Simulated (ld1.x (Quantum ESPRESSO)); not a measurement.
## What one change does to a pseudopotential (Si, RRKJ)

- Element: silicon (Si)
- Generator: ld1.x (Quantum ESPRESSO) 7.5
- Type: norm-conserving RRKJ (Kleinman–Bylander form)
- Functional: PBE
- Relativity: scalar-relativistic
- Frozen core: [Ne]
- Valence charge: 4
- Reference configuration: 3s2 3p0 (charge +2)
- Partial waves: 3p (bound, empty): rc 1.45 bohr; 3d channel at 0.4 Ry: rc 1.60 bohr; 3s (bound): rc 1.70 bohr
- Local potential: the s channel
- Core correction: a·sin(br)/r model core, default radius (core density twice the valence density)
- rho0: 0.02

All-electron outer shells of the reference configuration (PBE, scalar-relativistic, ld1.x):

| shell | level (eV) | outermost node (bohr) | outermost maximum (bohr) |
| --- | --- | --- | --- |
| 3s | -28.54 | 0.71 | 1.69 |
| 3p | -20.50 | 0.71 | 1.91 |

Change: all radii but the core radius scaled by about 1.25 (s 2.12, p 1.80, d 2.00 bohr).

Cutoffs: the cutoffs (Ry, on a coarse ladder) from which the occupation-weighted sum of valence levels, in a spherical-Bessel basis at the reference potential, stays within 10 and 1 mRy of its value at 400 Ry; they do not see the model core or the augmentation charge, which bear on the density cutoff. Errors are all-electron minus pseudo energies relative to the spin-unpolarised reference configuration.

Q: Predict the effect on cutoff, ghosts and configuration errors.

A: The potential gets softer (18 Ry and 40 Ry → 12 Ry and 30 Ry); of the 7 tests that both files solve, the error grows in 4 and shrinks in 2 by more than 15 % and 0.3 meV (median size 20.9 → 23.2 meV); neither file shows a bound ghost. A larger radius leaves more room for a smooth pseudo-wave, so fewer plane waves are needed.

```csv
quantity,base,changed
"cutoff, loose",18 Ry,12 Ry
"cutoff, tight",40 Ry,30 Ry
bound ghosts,none,none
"error for 3s2 3p2, meV [ΔE -23.73 eV]",+26,+40
"error for 3s2 3p1, meV [ΔE -15.99 eV]",+9.7,+16
"error for 3s1 3p0, meV [ΔE 33.97 eV]",+22,+5.5
"error for 3s1 3p3, meV [ΔE -16.92 eV]",+21,+23
"error for 3s1 3p2, meV [ΔE -8.56 eV]",+7.7,+3.0
"error for 3s2 3p1.5, meV [ΔE -20.81 eV]",+18,+29
"error for 3s2 3p2.3, meV [ΔE -24.66 eV]",+29,+45
```

Base: The cutoffs count occupied waves only; the empty 3p level needs 35 Ry at the loose tolerance.
